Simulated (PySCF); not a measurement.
AgCl, triplet, at a GFN2-xTB geometry (such geometries of metal compounds can be far from the true shape) (the multiplicity is a formal guess) (all electrons, no relativity). Base run: HF/3-21G (PySCF).

Input for PySCF:
```python
from pyscf import gto, scf

mol = gto.M(
    atom='''
Ag   -0.00000000   -0.00000000   -0.65923567
Cl    0.00000000    0.00000000    1.82259273
''',
    basis='3-21g',
    spin=2,
    verbose=4,
)

mf = scf.UHF(mol)
mf.kernel()
```

Each row names what was changed in the base input (with any setting that the change needs).

```json
[
 {"change": "base", "basis functions": "49", "E (Eh)": "-5630.73587", "HOMO (eV)": "-5.51", "dipole (D)": "2.20"},
 {"change": "basis = x2c-TZVPall; relativity = spin-free X2C", "basis functions": "100", "E (Eh)": "-5773.76324", "HOMO (eV)": "-6.27", "dipole (D)": "1.86"},
 {"change": "basis = x2c-TZVPall; relativity = none", "basis functions": "100", "E (Eh)": "-5581.82084", "HOMO (eV)": "-5.57", "dipole (D)": "2.63"},
 {"change": "basis = x2c-SVPall; relativity = spin-free X2C", "basis functions": "71", "E (Eh)": "-5773.07359", "HOMO (eV)": "-6.17", "dipole (D)": "1.83"},
 {"change": "basis = jorge-DZP-DKH; relativity = spin-free X2C", "basis functions": "72", "E (Eh)": "-5770.97390", "HOMO (eV)": "-8.95", "dipole (D)": "4.36"},
 {"change": "basis = jorge-DZP-DKH; relativity = spin-free X2C; nucleus = Gaussian (with nucmod='G')", "basis functions": "72", "E (Eh)": "-5770.87690", "HOMO (eV)": "-8.95", "dipole (D)": "4.36"},
 {"change": "basis = jorge-DZP-DKH; relativity = none", "basis functions": "72", "E (Eh)": "-5618.96841", "HOMO (eV)": "-8.44", "dipole (D)": "4.10"},
 {"change": "basis = x2c-SVPall; relativity = spin-free X2C; nucleus = Gaussian (with nucmod='G')", "basis functions": "71", "E (Eh)": "-5772.98846", "HOMO (eV)": "-6.17", "dipole (D)": "1.83"},
 {"change": "basis = x2c-TZVPall; relativity = spin-free X2C; nucleus = Gaussian (with nucmod='G')", "basis functions": "100", "E (Eh)": "-5773.66868", "HOMO (eV)": "-6.27", "dipole (D)": "1.86"},
 {"change": "basis = x2c-SVPall; relativity = none", "basis functions": "71", "E (Eh)": "-5565.63081", "HOMO (eV)": "-5.15", "dipole (D)": "2.61"}
]
```

Total energies compare only within one method and basis.

Open shells are given as the SCF converged; they aren't shown to be the lowest states, and a large step between rows can be another state.

Basis sets contracted for a relativistic Hamiltonian are a mismatch without it, so the rows without relativity aren't non-relativistic limits. No row has spin-orbit coupling; sets with core potentials leave out the core electrons.
